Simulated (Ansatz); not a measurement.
A made-up structure of BSiH3Te, closed shell:

B1  (-0.578, -0.968, -0.305)
Si2  (-1.686, 0.800, -0.665)
Te3  (0.608, 0.454, 0.286)
H4  (-0.823, -2.113, -0.480)
H5  (1.872, 1.057, -0.660)
H6  (0.784, 0.898, 1.907)
(Å)

It is relaxed with PBE-D4/def2-SVP and then PBE0-D4/def2-TZVP (Ansatz 0.2.0). Atoms count as bonded within 1.22 times the sum of their covalent radii (H–H: 0.88 Å). The end point is not checked to be a true minimum.

Does its bonding change? (Judge from chemistry; the calculation decides.)

The calculation gives: No: no bond forms or breaks.

Where it ends: The first stage lowers the energy by 1.57 eV in 13 steps. It ends as BSiH₃Te ([BH]1[Si][TeH2]1):
B1  (-0.818, -0.773, -0.395)
Si2  (-1.998, 0.578, -0.811)
Te3  (0.407, 1.079, 0.240)
H4  (-0.227, -1.788, -0.207)
H5  (1.862, 0.583, -0.447)
H6  (0.951, 0.450, 1.704)
(Å)

Labels in which every atom is bracketed show which atoms are joined, not bond orders.

For scale, one of the runs: PBE0-D4/def2-TZVP relaxation, 136 basis functions, launched by `ansatz run in.yaml --threads 2 --pin off --events-out ev --progress --plain --max-ram 4352MiB`. Hardware: 2 CPU threads of an Arm Neoverse V2, shared host. Wall time about 16 s.
